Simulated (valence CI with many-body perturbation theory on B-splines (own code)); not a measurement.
Er XIX: calculated level list

Method: configuration interaction combined with many-body perturbation theory (CI+MBPT): four valence electrons over a frozen Dirac-Fock core [Kr] 4d10, radial functions for each j: 8 s, 8 p, 9 d, 9 f, 6 g, 3 h, 2 i, with the one-electron correlation potential Σ1 (screened to all orders), the two-electron term Σ2, the three-electron term Σ3, Breit, model QED; selected single and double excitations, second order for the rest, scaled by the run's own slope (own B-spline code, finite nucleus).

No measured levels were compared; by estimate terms of the open shell hold to a few per cent of their energy, and close levels can change places. Core correlation moves these levels by up to 3400 cm⁻¹, and in measured spectra 5 to 20 % of such shifts remained as error; rates that hang on mixing are uncertain with them. Only levels of the ground parity were solved; by the run's estimate the other parity begins above the list, which can be wrong where configurations are misplaced.

Levels 46 to 63 of 63, with energies above the lowest level, 4f4 5I_4. "Leading %" is the weight of the configuration and term that name the level; weights of strongly mixed levels are sums over their largest components and can fall short. Lifetimes count E1, E2, E3, M1 and M2 decay at the calculated energies, and are blank where another channel may lead or the interval is too uncertain; long ones can be off by a factor of two.

```tsv
No.	Configuration	Term	J	E (cm⁻¹)	Leading %	Second component	Lifetime	g
46	4f4	3F	3	69031	66	20 % 4f4 3D	8.66 ms	1.156
47	4f4	5D	2	71458	77	13 % 4f4 3F	24.0 ms	1.374
48	4f4	5D	4	73594	46	29 % 4f4 3F	39.7 ms	1.291
49	4f4	5D	3	73843	48	41 % 4f4 3F	16.8 ms	1.293
50	4f4	1L	8	74585	48	22 % 4f4 3M	6.61 ms	1.000
51	4f4	3F	3	75704	59	32 % 4f4 5D	9.46 ms	1.207
52	4f4	1G	4	77119	42	31 % 4f4 3H	8.32 ms	1.029
53	4f4	1I	6	78411	49	36 % 4f4 3H	11.5 ms	1.058
54	4f4	1G	4	80511	34	28 % 4f4 3H	11.9 ms	1.038
55	4f4	3H	5	82152	80	10 % 4f4 1H	19.7 ms	1.044
56	4f4	1D	2	83337	52	27 % 4f4 3D	5.95 ms	1.038
57	4f4	1H	5	84230	40	38 % 4f4 3G	5.96 ms	1.056
58	4f4	3F	4	85636	76	13 % 4f4 3G	7.19 ms	1.210
59	4f4	1K	7	85981	80	15 % 4f4 3I	10.2 ms	1.018
60	4f4	3G	3	89388	72	23 % 4f4 3F	14.3 ms	0.853
61	4f4	3H	6	89668	59	34 % 4f4 1I	13.1 ms	1.091
62	4f4	1D	2	90320	70	19 % 4f4 3F	5.23 ms	0.977
63	4f4	3G	4	90972	32	29 % 4f4 3H	10.5 ms	1.068
```

Names give the largest LS component (configuration and term), which can be under half, so a name can repeat, a term be missing and a line seem to break the LS rules; names also repeat where a configuration has a term twice.

Where two levels of one J and parity lie close, their mixing, g and order are uncertain.
